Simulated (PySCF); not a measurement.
C₃H₉AlO, SMILES CC[O][AlH][CH3].

Geometry: PBE-D3(BJ)/def2-SVP. The structure was generated by enumeration; whether it is a known compound was not checked. One conformer was computed; it need not be the lowest.

Calculation: PBE-D3(BJ)/def2-SVP in PySCF.

Frequencies are harmonic and unscaled.

```
mode  ν (cm⁻¹)  IR (km/mol)  moving atoms (share of kinetic energy)
----  --------  -----------  --------------------------------------
1           44          0.3                  H 66 %, C 17 %, O 12 %
2           57          0.0                 H 55 %, Al 22 %, C 18 %
3           79          1.2                  C 37 %, O 32 %, H 30 %
4          106          2.0         H 43 %, C 25 %, O 20 %, Al 12 %
5          204          8.4         H 31 %, C 27 %, O 23 %, Al 19 %
6          275          1.8                          H 83 %, C 10 %
7          382          9.0         H 54 %, C 24 %, O 12 %, Al 10 %
8          424         49.9                  H 62 %, O 20 %, C 11 %
9          553         19.2                          H 62 %, C 33 %
10         632         97.7         H 42 %, Al 21 %, C 19 %, O 18 %
11         654         95.2                  H 74 %, C 17 %, Al 9 %
12         686          7.9          H 45 %, C 28 %, Al 19 %, O 8 %
13         758        201.4                 H 52 %, Al 28 %, C 16 %
14         787          0.6                                  H 91 %
15         929         31.9                  H 44 %, C 36 %, O 15 %
16        1070         10.2                          C 56 %, H 41 %
17        1131         38.8                          H 54 %, C 39 %
18        1162         33.7                  H 59 %, C 27 %, O 13 %
19        1168        278.2                  H 35 %, C 33 %, O 30 %
20        1266         10.7                                  H 90 %
21        1325          4.0                          H 80 %, C 20 %
22        1361         44.8                          H 73 %, C 26 %
23        1375          2.6                                  H 96 %
24        1377          2.5                                  H 95 %
25        1403          7.2                                  H 97 %
26        1420          0.9                                  H 96 %
27        1447          5.6                                  H 92 %
28        1862        187.3                                  H 96 %
29        2898         75.0                                  H 94 %
30        2951         43.6                           H 91 %, C 9 %
31        2965          1.9                                  H 97 %
32        2968         17.7                                  H 97 %
33        3053          3.6                           H 91 %, C 9 %
34        3060         29.4                           H 91 %, C 9 %
35        3068         19.1                           H 91 %, C 9 %
36        3079          3.3                           H 91 %, C 9 %
```
